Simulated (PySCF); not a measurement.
## Computed properties of CsCl, SMILES [Cl][Cs]

CsCl, SMILES [Cs][Cl]. Geometry optimised at B3LYP-D3(BJ)/def2-TZVPD. The def2 effective core potentials stand for the cores of Cs; spin–orbit coupling is left out. Other conformers were not sampled. All values are computed for the isolated molecule unless a solvent is named; none is compared with measurement here.

**Structure.** The optimised structure has C∞v symmetry. All 1 harmonic modes at B3LYP-D3(BJ)/def2-TZVPD (PySCF) are real, so it is a minimum.

**Vibrations.** The strongest infrared lines (harmonic, unscaled, degenerate partners summed) lie at 202 cm⁻¹ (57 km/mol, Cl 79 %, Cs 21 %). The softest mode is at 202 cm⁻¹ and the zero-point energy is 0.3 kcal/mol.

**Electronic structure.** r2SCAN/def2-TZVPD (PySCF) places the frontier levels at -4.94 and -0.91 eV, a gap of 4.03 eV, and gives a dipole moment of 10.59 D and a mean polarisability of 49.5 bohr³. PBE/def2-TZVPD (PySCF) at the same geometry gives -4.73 and -1.62 eV, so its gap is 0.92 eV narrower. An orbital gap is neither the optical nor the fundamental gap.

**Excitations.** TDA-CAM-B3LYP/def2-TZVPD (PySCF) has S1 at 4.42 eV (280 nm, f = 0.026, weak); the most intense of the 10 singlets computed lies at 5.73 eV (f = 0.07). Strengths of degenerate partners are summed. T1 (TDA) is at 4.39 eV, 0.03 eV under S1. TDA-PBE/def2-TZVPD (PySCF) puts S1 at 3.12 eV. No vertical singlet excitation falls in the visible range (under 3.1 eV).
